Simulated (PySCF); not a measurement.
C₂H₄Cl₂Si₂, SMILES C(#C[SiH3])[SiH](Cl)Cl.

Coordinates come from a PBE0-D3(BJ)/def2-SVP optimisation. The structure was generated by enumeration, and PubChem lists no compound with its InChIKey, so it may never have been made.

Method: PySCF with TDDFT-M06-2X/def2-SVPD.

Vertical excitations. 

```tsv
state	energy (eV)	λ (nm)	f	main pairs
S1	4.94	251	0.000	HOMO−1→LUMO 45 %, HOMO→LUMO+1 41 %
S2	5.87	211	0.003	HOMO→LUMO+1 46 %, HOMO−1→LUMO 45 %
S3	5.87	211	0.003	HOMO→LUMO 48 %, HOMO−1→LUMO+1 44 %
S4	7.33	169	0.001	HOMO−2→LUMO 85 %
S5	7.34	169	0.004	HOMO−2→LUMO+1 82 %
S6	7.57	164	0.974	HOMO→LUMO 33 %, HOMO−1→LUMO+1 29 %, HOMO−3→LUMO 23 %
S7	7.64	162	0.020	HOMO−3→LUMO+1 59 %, HOMO−5→LUMO 16 %
S8	7.75	160	0.422	HOMO−3→LUMO 65 %, HOMO−1→LUMO+1 13 %
S9	7.87	158	0.000	HOMO→LUMO+2 58 %, HOMO−4→LUMO+1 18 %
S10	7.91	157	0.016	HOMO−1→LUMO+2 80 %
T1	4.62	268	0	HOMO→LUMO 44 %, HOMO−1→LUMO+1 39 %
T2	5.05	245	0	HOMO−1→LUMO 46 %, HOMO→LUMO+1 40 %
T3	5.41	229	0	HOMO→LUMO+1 46 %, HOMO−1→LUMO 43 %
T4	5.41	229	0	HOMO−1→LUMO+1 46 %, HOMO→LUMO 42 %
```
Triplets are in the Tamm–Dancoff approximation, which puts them higher than full response would, so one can lie above its singlet here.
